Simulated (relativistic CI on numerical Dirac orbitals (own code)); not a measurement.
A reference radial Dirac CI calculation of Tl LXXX gave the lowest total energy -7179.74053 Ha in 7 SCF steps, from this input:

```
atom Tl  Z=81  charge=79  electrons=2
nucleus A=205  rms_radius_fm=5.4759
hamiltonian dirac-coulomb  breit=on  qed=on  c_scale=1
orbitals kli  potential=per-configuration
slater_scale 1
correlation none
mixing on
grid step=0.0125 r_max=2
scf mixing=0.4 start=green max_iterations=150 tolerance=2e-08 node_fill=0.05
configurations
  1s2
end
```

One setting was then changed (and the iteration limit cut to 53), and the output read:

```
SCF 1: 1s2
 iter      energy (Ha)   residual   last orbital (Ha)
      1s not found; potential halved back
error: SCF of 1s2 stopped: an orbital could not be found
end: not converged
```

(1) Which setting was changed?
A. start potential
B. Slater scale
C. node fill of the KLI weights
D. speed of light

Answers

(1) D. The speed of light × 0.4. This setting is bad on purpose; its numbers may not be properties of the ion.
